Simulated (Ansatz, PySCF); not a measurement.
C3H4Cl2. Atoms are numbered in the order given.

```xyz
9

C      0.7325    -2.3630     0.0000
C      1.0454    -0.9009     0.0000
C      0.1583     0.1005     0.0000
Cl    -1.5679    -0.1352     0.0000
Cl     0.6438     1.7728     0.0000
H      1.1721    -2.8535     0.8853
H     -0.3492    -2.5494     0.0000
H      1.1721    -2.8535    -0.8853
H      2.0981    -0.6028     0.0000
```

Geometry optimised at B3LYP-D3(BJ)/def2-SVP.

Vertical ionisation energy (IE) and electron affinity (EA) in eV. Rows of orbital energies are one-electron estimates. Where ΔSCF, EOM or ADC give a negative EA the extra electron is unbound and the value depends on the basis.

| level | IE | EA |
|---|---|---|
| −ε(HOMO), −ε(LUMO), PBE0/def2-TZVP (PySCF) | 7.18 | 0.31 |
| −ε(HOMO), −ε(LUMO), PBE/def2-TZVP (PySCF) | 6.02 | 1.27 |
| ΔSCF, CAM-B3LYP/def2-SVPD (Ansatz), final states of multiplicity 2 and 2 | 9.43 | -1.36 |
| ΔSCF, PBE/def2-SVPD (Ansatz), final states of multiplicity 2 and 2 | 9.09 | -1.19 |

Question: What vertical singlet–triplet gap does ΔSCF give with CAM-B3LYP/def2-SVPD (Ansatz, a first-principles code) and with PBE/def2-SVPD (Ansatz)? (An estimate is asked for; the answer gives what the named calculation found.)

Answer: 3.92 and 3.94 eV (triplet above singlet where positive).
